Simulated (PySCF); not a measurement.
Choosing a molecule for a target property.

Species are written as SMILES; each is one conformer at its optimised geometry, gas phase, non-relativistic unless stated. Electronic properties by PySCF.

Dipoles, sizes and rotational constants follow the conformer. The torsions of the flexible species, by atom-mapped SMILES:
- `[CH3:1][CH2:2][SiH2:3][SiH2:4][NH2:5]`: C1–C2–Si3–Si4 54°, C2–Si3–Si4–N5 28°, H–N5–Si4–Si3 48°, H–N5–Si4–Si3 -175°
- `[O:1]=[CH:2][CH2:3][c:4]1[cH:5][cH:6][cH:7][cH:8][cH:9]1`: O1–C2–C3–C4 -122°, C2–C3–C4–C5 -85°
- `[CH3:1][NH:2][SiH2:3][CH2:4][SiH3:5]`: C1–N2–Si3–C4 -54°, N2–Si3–C4–Si5 -53°
- `[H]/[P:7]=[C:5](/[Si:2]([CH3:1])([CH3:3])[CH3:4])[F:6]`: C1–Si2–C5–F6 58°

(1) Wanted: lowest singlet excitation between 4.6 eV and 5.9 eV (TDDFT CAM-B3LYP/def2-SVPD) and static isotropic polarisability below 100 au (CAM-B3LYP/def2-SVPD), at GFN2-xTB geometries. Which candidate meets both?
A. `[H]/P=C(\F)[Si](C)(C)C`
B. `CN[SiH2]C[SiH3]`
C. `CC[SiH2][SiH2]N`
D. `c1cccc(c1)CC=O`

Answers

(1) C. Computed values:
| species | lowest singlet excitation | static isotropic polarisability |
| --- | --- | --- |
| c1cccc(c1)CC=O | 4.31 eV | 92.6 au |
| [H]/P=C(\F)[Si](C)(C)C | 4.86 eV | 102.4 au |
| CC[SiH2][SiH2]N | 5.86 eV | 88.7 au |
| CN[SiH2]C[SiH3] | 5.99 eV | 86.1 au |
